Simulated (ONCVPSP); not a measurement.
# Before and after: ONCV potential for Mn

ONCVPSP 4.0.1 input, shortened (lines: element, Z, core and valence counts, functional; n l f; lmax; l rc ep ncon nbas qcut; lloc lpopt rc5 dvloc0; l nproj debl; icmod fcfact rcfact), PBEsol, scalar-relativistic:

```
  Mn 25.00    3    4  -116133      upf
    1    0    2.00
    2    0    2.00
    2    1    6.00
    3    0    2.00
    3    1    6.00
    3    2    5.00
    4    0    1.00
    2
    0    1.35    0.00    4    8   10.80
    1    1.05    0.00    4    7   15.80
    2    1.25    0.00    5   10   10.30
    4    5    0.65   -1.00
    0    2    0.30
    1    2    1.30
    2    2    2.40
    3    4.25    1.75
```

In the p channel the program set the typed energies aside and used -2.305, 0.250 Ha.

All-electron outer shells of the reference configuration (PBEsol, scalar-relativistic, ld1.x):

| shell | level (eV) | outermost node (bohr) | outermost maximum (bohr) |
| --- | --- | --- | --- |
| 2p | -637.89 | – | 0.19 |
| 3s | -93.87 | 0.34 | 0.74 |
| 3p | -62.72 | 0.31 | 0.75 |
| 3d | -14.93 | – | 0.76 |
| 4s | -11.88 | 1.05 | 2.38 |

Change: p: qcut 13.1.

Cutoffs: the cutoffs (Ha) at which the residual kinetic energy of the hardest occupied pseudo-wave falls to 1 and 0.1 mHa per electron; they do not see the model core or the augmentation charge, which bear on the density cutoff. Errors are all-electron minus pseudo energies relative to the spin-unpolarised reference configuration.

**Question.** Predict the effect on cutoff, ghosts and configuration errors.

**Answer.** The potential gets neither clearly harder nor softer (60 Ha and 203 Ha → 53 Ha and 203 Ha); the d channel sets the loose cutoff, while the largest relative change is in p, which becomes softer; the errors of the 4 common tests hardly move; neither file shows a bound ghost.

```csv
quantity,base,changed
"cutoff, loose",60 Ha,53 Ha
"cutoff, tight",203 Ha,203 Ha
loose cutoff by channel,"s 35 Ha, p 60 Ha, d 53 Ha","s 35 Ha, p 47 Ha, d 53 Ha"
bound ghosts,none,none
GHOST(+) flags under 300 eV,none,none
"error for 3s2 3p6 3d5 4s2, meV [ΔE -8.43 eV]",+1.1,+1.1
"error for 3s2 3p6 3d5 4s0, meV [ΔE 15.51 eV]",-0.4,-0.4
"error for 3s2 3p6 3d4 4s0, meV [ΔE 47.99 eV]",+8.7,+8.8
"error for 3s2 3p6 3d3 4s0, meV [ΔE 98.71 eV]",+109,+110
s: phases at 1.37 bohr within 0.05 rad from the reference energy up to (Ha; the scan ends near 5),to the end of the scan,to the end of the scan
p: phases at 1.06 bohr within 0.05 rad from the reference energy up to (Ha; the scan ends near 5),to the end of the scan,to the end of the scan
d: phases at 1.27 bohr within 0.05 rad from the reference energy up to (Ha; the scan ends near 5),to the end of the scan,to the end of the scan
"rms error of d²Exc/dni dnj with the model core, mHa",2.55,2.56
```
